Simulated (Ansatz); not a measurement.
CH7BFGaSi, SMILES `[BH2][GaH][CH2][SiH2]F`, relaxed with RKS PBE0-D4/def2-TZVP in the Gaussian-basis code of Ansatz from a PBE-D4/def2-SVP geometry. The force threshold is 0.005 eV/Å; the program also tests the step.

Charge 0, multiplicity 1.

Start:

```xyz
12

B     1.737    0.563   -0.567
Ga    0.476    1.207    0.947
C    -1.167   -0.065    0.862
Si   -0.886   -1.085   -0.636
F     0.795   -0.851   -1.057
H     1.733    1.217   -1.600
H     2.790    0.028   -0.264
H     0.314    2.288    2.098
H    -1.191   -0.659    1.799
H    -2.090    0.547    0.807
H    -0.918   -2.578   -0.518
H    -1.593   -0.611   -1.870
```

Question: How much energy does the relaxation release, and in how many steps? (Best estimate.)

Answer: Computed: 10.03 kJ/mol, in 22 steps, 4 of them rejected.

Question: Which bonds change most? (Estimate.)

Answer: Computed: Si4–F5 from 1.749 to 1.642 Å; Ga2–C3 from 2.080 to 2.022 Å; B1–H6 from 1.223 to 1.197 Å; B1–H7 from 1.219 to 1.196 Å.

Question: Give the relaxed structure. (Best estimate.)

Answer: Ansatz gave: 
```xyz
12

B     1.871    0.738   -0.474
Ga    0.422    1.223    0.919
C    -1.112   -0.092    0.835
Si   -0.902   -1.111   -0.672
F     0.665   -0.968   -1.141
H     1.881    1.244   -1.559
H     2.807    0.049   -0.189
H     0.269    2.352    2.003
H    -1.052   -0.693    1.750
H    -2.065    0.443    0.858
H    -1.087   -2.574   -0.510
H    -1.697   -0.610   -1.820
```
